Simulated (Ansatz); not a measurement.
Program: Ansatz. Geometries: PBE0-D4/def2-TZVP. ΔE: electronic, gas phase. CCSD(T)/CBS adds triple-zeta CCSD(T) − MP2 to the extrapolated MP2 energy (def2 sets, frozen cores). This one scheme is used for every species. Functionals use def2-TZVPP. B3LYP here is the variant with VWN-RPA as its local correlation; programs differ in this. One conformer a species, not always the lowest.

`N[SiH](Cl)O[SiH3]` + `COB(F)Cl` → `CO[SiH](N)Cl` + `FB(Cl)O[SiH3]`  (redistribution)

`N[SiH](Cl)O[SiH3]`:

Cartesian coordinates in Å:
```
N 1.286 -1.794 -0.444
Si 0.569 -0.319 -0.860
Cl 1.810 1.328 -0.656
O -0.691 -0.066 0.126
Si -1.466 1.109 0.975
H 1.492 -2.015 0.517
H 1.940 -2.232 -1.073
H 0.184 -0.356 -2.282
H -2.750 0.536 1.446
H -0.646 1.522 2.141
H -1.729 2.286 0.111
```

`COB(F)Cl`:

Z-matrix (Å, degrees):
```
C
O 1 1.414
H 1 1.091 2 111.7
H 1 1.091 2 108.6 3 -120.9
H 1 1.090 2 108.2 3 120.8
B 2 1.333 1 126.0 3 5.7
Cl 6 1.765 2 124.1 1 -0.3
F 6 1.320 2 118.3 1 179.8
```

`CO[SiH](N)Cl`:

```xyz
11

C    -0.133    1.097    1.564
O     0.327    0.714    0.287
Si   -0.234   -0.575   -0.540
N     0.558   -0.802   -2.016
Cl    0.086   -2.249    0.615
H     0.133    0.350    2.318
H    -1.221    1.234    1.576
H     0.339    2.045    1.825
H    -1.689   -0.430   -0.763
H     0.336   -0.226   -2.811
H     1.498   -1.159   -2.055
```

`FB(Cl)O[SiH3]`:

Cartesian coordinates in Å:
```
F 0.020 2.127 -0.181
B 0.916 1.201 0.127
Cl 2.547 1.732 0.495
O 0.601 -0.095 0.161
Si -0.744 -1.033 -0.099
H -0.435 -1.950 -1.219
H -0.993 -1.798 1.144
H -1.913 -0.183 -0.429
```

```csv
level,ΔE (eV)
B3LYP-D4,0.25
ωB97M-V,0.23
HF/def2-QZVPP,0.22
HF/CBS(def2),0.22
```

Q: What does CCSD(T)/CBS give? (Estimate.)

A: Ansatz gave: +0.25 eV. The listed levels differ from it by 0.00, -0.02, -0.03, -0.03 eV.

Largest T1 diagnostic among the species: 0.012.

Leaving LDA and LC-ωPBE aside and taking each functional with its dispersion term where it has one, the values, not all of them listed here, spread over 0.03 eV, from B2PLYP to BHLYP-D4.
